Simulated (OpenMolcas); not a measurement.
**2s² 2p along the 5-electron sequence**

```json
{
  "Program": "OpenMolcas",
  "Method": "CASSCF",
  "Basis": "ANO-RCC-VTZP",
  "Scalar Hamiltonian": "DKH2, point nucleus",
  "Spin-orbit coupling": "RASSI with atomic mean-field integrals over the reference wave functions, term energies averaged over their components"
}
```

Active space for each ion: 3 electrons in 8 orbitals (2s 2p 3s 3p).

Computed levels in cm-1 above ²P°_1/2:

```tsv
Level	N2+	O3+	F4+	Ne5+
²P°_3/2	168	376	730	1292
weight of ²P° in the lowest level (%)	100	100	100	100
```

Measured, with the error of the calculation in %. Measured levels: N2+ from Moore, Selected Tables of Atomic Spectra, NSRDS-NBS 3, section 5; O3+ from Moore, Selected Tables of Atomic Spectra, NSRDS-NBS 3, section 10; F4+ from Moore, Atomic Energy Levels, vol. I, NSRDS-NBS 35 (1971 reprint of NBS Circular 467, 1949); Ne5+ from NIST levels in Podobedova, Fuhr, Reader and Wiese, J. Phys. Chem. Ref. Data 33, 525 (2004).

| Level | N2+ | O3+ | F4+ | Ne5+ |
| --- | --- | --- | --- | --- |
| ²P°_3/2 | 174 (-3.9) | 386 (-2.5) | 746 (-2.2) | 1310 (-1.4) |

The fine-structure level ²P°_3/2 changes by a factor of 7.69 from N2+ to Ne5+. Its fourth root runs 3.60, 4.40, 5.20, 6.00, with steps per unit of Z of 0.80, 0.79, 0.80; equal steps would mean a (Z - σ)^4 law with constant σ.

Active for correlation alone: 3p 3s; no level in the range computed is led by a configuration that fills them, so any true level of that kind is missing. Computed and measured levels are paired by configuration, term and J; levels that our copy of the source lacks, or whose pairing is in doubt (as where it misses far off the trend of its configuration), stay unpaired and out of the deviations. Levels of configurations outside the active space are missing.

° marks odd parity.
